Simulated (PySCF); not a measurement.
# Ta (tantalum, neutral) across methods

[Xe] 4f14 5d2 6s2 7s1, high-spin 4F determinant (an excited configuration). All numbers are calculated (PySCF 2.14, a scalar-relativistic core potential, in aug-cc-pwCVTZ-PP with ECP60MDF). The B2PLYP total includes its PT2 part (frozen core); its orbital energies are those of the SCF part.

```json
{"method": "LC-wPBE", "E (hartree)": "-57.0891", "mean ε 6s α (eV)": "-12.224", "mean ε 6s β (eV)": "-11.237", "mean ε 7s α (eV)": "-2.594", "Σ⟨r²⟩ (bohr²)": "128.3", "⟨S²⟩": "3.754"}
{"method": "UHF", "E (hartree)": "-56.56434", "mean ε 6s α (eV)": "-11.572", "mean ε 6s β (eV)": "-10.243", "mean ε 7s α (eV)": "-2.292", "Σ⟨r²⟩ (bohr²)": "132.3", "⟨S²⟩": "3.758"}
{"method": "r2SCAN", "E (hartree)": "-57.0962", "mean ε 6s α (eV)": "-9.386", "mean ε 6s β (eV)": "-8.530", "mean ε 7s α (eV)": "-1.580", "Σ⟨r²⟩ (bohr²)": "125.7", "⟨S²⟩": "3.759"}
{"method": "PBE", "E (hartree)": "-57.1054", "mean ε 6s α (eV)": "-9.282", "mean ε 6s β (eV)": "-8.392", "mean ε 7s α (eV)": "-1.628", "Σ⟨r²⟩ (bohr²)": "124.7", "⟨S²⟩": "3.752"}
{"method": "B97-3", "E (hartree)": "-57.1009", "mean ε 6s α (eV)": "-9.900", "mean ε 6s β (eV)": "-9.076", "mean ε 7s α (eV)": "-1.779", "Σ⟨r²⟩ (bohr²)": "127.3", "⟨S²⟩": "3.754"}
{"method": "LDA", "E (hartree)": "-56.9384", "mean ε 6s α (eV)": "-9.485", "mean ε 6s β (eV)": "-8.658", "mean ε 7s α (eV)": "-1.602", "Σ⟨r²⟩ (bohr²)": "122.2", "⟨S²⟩": "3.751"}
{"method": "PBE0", "E (hartree)": "-57.0713", "mean ε 6s α (eV)": "-10.035", "mean ε 6s β (eV)": "-9.101", "mean ε 7s α (eV)": "-1.872", "Σ⟨r²⟩ (bohr²)": "126.3", "⟨S²⟩": "3.753"}
```

Question: Estimate the same row for B2PLYP.

Answer: E (hartree) = -56.9153; mean ε 6s α (eV) = -10.536; mean ε 6s β (eV) = -9.635; mean ε 7s α (eV) = -1.904; Σ⟨r²⟩ (bohr²) = 128.0; ⟨S²⟩ = 3.754.

Energies and moments cover only the electrons outside the core potential. Spin-orbit coupling, absent here, splits the open shell strongly. The outer electron is Rydberg-like, and this basis confines it to a smaller radius and binds it less than a complete one would.
